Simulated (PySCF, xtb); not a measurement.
CH₃BrSTe, SMILES CS[Te]Br.

GFN2-xTB in xtb 6.7.1 at its own geometry gives an orbital gap of 3.09 eV and a dipole moment of 5.71 D.

Geometry: B3LYP-D3(BJ)/def2-SVP. The structure was generated by enumeration, and PubChem lists no compound with its InChIKey, so it may never have been made. The def2 effective core potentials stand for the cores of Te; spin–orbit coupling is left out. One conformer was computed; it need not be the lowest.

What does ωB97X/def2-TZVP (PySCF) give? (Estimate from the structure and the level; the computed values follow.)

gap 7.95 eV (levels -8.74 and -0.79 eV), dipole 2.55 D.
